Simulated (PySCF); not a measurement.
A GIAO shielding run with PySCF (density fitting, non-relativistic, gas phase) on `InChI=1S/CH7NO4Si2/c2-1(3)7-6-8(4)5/h4-5,8H,7H2,(H2,2,3)`:

```
$ OMP_NUM_THREADS=1 python probes_run.py task.json out

{"job": {"kind": "nmr", "xc": "PBE0", "basis": "pcSseg-1"}, "charge": 0, "multiplicity": 1}
N     -2.778819     0.136166     1.015838
C     -1.477375     0.270888     0.695454
O     -0.770857     1.054380     1.323024
Si    -0.810141    -0.801441    -0.762684
O      0.723901    -0.474508    -1.040858
Si     2.070853     0.412082    -0.654125
O      3.380359    -0.520884    -0.772639
O      1.892858     0.979628     0.837425
H     -3.167989     0.681413     1.771738
H     -3.377704    -0.496525     0.518730
H     -0.930302    -2.204795    -0.363414
H     -1.589429    -0.453509    -1.950823
H      2.212563     1.375141    -1.723339
H      3.633422    -1.107461    -0.063428
H      0.984248     1.157412     1.147187
```

Hardware: 1 thread of an Arm Neoverse V1, shared host. The job also computes population analyses, field gradients.

(1) How large is the calculation?

(2) How long does it take, and how much memory does it need?

Answers

(1) 80 electrons, 185 basis functions and 1007 auxiliary functions.

(2) 30 s of wall time, with 15 SCF cycles and 5 response iterations; peak memory 0.89 GiB. Times on a shared host scatter by some tens of per cent.
